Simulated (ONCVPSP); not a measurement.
Which setting gave this result? (Tb (Z = 65), ONCV)

Base potential:

* Element: Tb
* Generator: ONCVPSP 4.0.1
* Type: optimised norm-conserving Vanderbilt (ONCV)
* Functional: PBE
* Relativity: scalar-relativistic
* Frozen core: [Kr] 4d10 4f8
* Valence charge: 11
* Reference configuration: 5s2 5p6 5d1 6s2
* Partial waves: 5s+6s: rc 2.00 bohr, ncon 4, nbas 9, qcut 5.3 1/bohr, 3 projectors, debl 3.5 Ha; 5p: rc 2.00 bohr, ncon 5, nbas 9, qcut 8.1 1/bohr, 2 projectors, debl 3.5 Ha; 5d: rc 2.20 bohr, ncon 3, nbas 7, qcut 4.6 1/bohr, 2 projectors, debl 3 Ha
* Local potential: polynomial inside 1.40 bohr (lpopt 1, dvloc0 0 Ha)
* Core correction: Teter function, fcfact 3, rcfact 1.15

Cutoffs, loose and tight: the cutoffs (Ha) at which the residual kinetic energy of the hardest occupied pseudo-wave falls to 1 and 0.1 mHa per electron. They do not see the model core or the augmentation charge, which bear on the density cutoff. Test errors are all-electron minus pseudo excitation energies from the reference, over the configurations 5s2 5p6 5d1 6s1; 5s2 5p6 5d1 6s0; 5s2 5p6 5d0 6s0; 5s2 5p6 5d1 6s0 6p1; variants that change the core or the reference have their own tests. The largest error is taken over the tests solved by every variant that gives reliable tests at all, those not shown here included: 5s2 5p6 5d1 6s0; 5s2 5p6 5d1 6s0 6p1; 5s2 5p6 5d1 6s1.

Only the scale of all radii but the core radius (base = 1) is moved:

```tsv
scale of all radii but the core radius (base = 1)	cutoff, loose	cutoff, tight	bound ghosts	largest test error (meV)
0.78	24 Ha	92 Ha	none	+17
0.92	22 Ha	27 Ha	none	+16
0.99	21 Ha	25 Ha	none	+15 over the solved tests; 1 of 4 tests not solved or not reliable
1.1	19 Ha	23 Ha	none	+13
1.15	18 Ha	22 Ha	none	+12
1.25	17 Ha	21 Ha	none	+11
1.32	16 Ha	20 Ha	none	+9.1
```

Question: One more run gave cutoff, loose: 23 Ha; cutoff, tight: 68 Ha; bound ghosts: none; largest test error (meV): +16. Which value of the scale of all radii but the core radius (base = 1) was used?

Answer: 0.85. The loose cutoff moves one way along this sweep, from 24 Ha at 0.78 to 16 Ha at 1.32, which places the run between 0.78 and 0.92.
